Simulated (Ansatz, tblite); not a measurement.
Compound nanocrystal family: gap (eV) at several levels, gas phase, relaxed structures; Ansatz, xTB through tblite. Core potentials for In, Sb in the def2 sets, no spin–orbit coupling. Levels of anions in sets without diffuse functions are rough. A dash marks a value that wasn't run or was left out as unsound. The structures are stationary points that may keep the symmetry of their start.

```
                          species    state            geometry  GFN1-xTB  GFN2-xTB  PBE-D4/def2-SVP  PBE-D4/def2-TZVP  PBE0-D4/def2-SVP  PBE0-D4/def2-TZVP
 Al5Sb4H16⁻, cut from zinc blende  singlet  r2SCAN-D4/def2-SVP      3.57      2.70             3.67              3.63              5.26               5.23
 Ga10P10H28, cut from zinc blende  singlet     PBE-D4/def2-SVP      4.04      3.24             4.00                 –              5.76                  –
     In9Sb9H24, cut from wurtzite  singlet     PBE-D4/def2-SVP      1.87      2.51             2.90              2.86              4.37               4.33
     Ga4As4H14, cut from wurtzite  singlet     PBE-D4/def2-SVP      4.54      4.27             4.39              4.34              6.17               6.10
 Ga13N13H30, cut from zinc blende  singlet  r2SCAN-D4/def2-SVP      4.36      4.27             4.47              4.16              6.57               6.16
In13As13H30, cut from zinc blende  singlet  r2SCAN-D4/def2-SVP      2.26      2.73             3.00              2.98              4.60               4.57
```
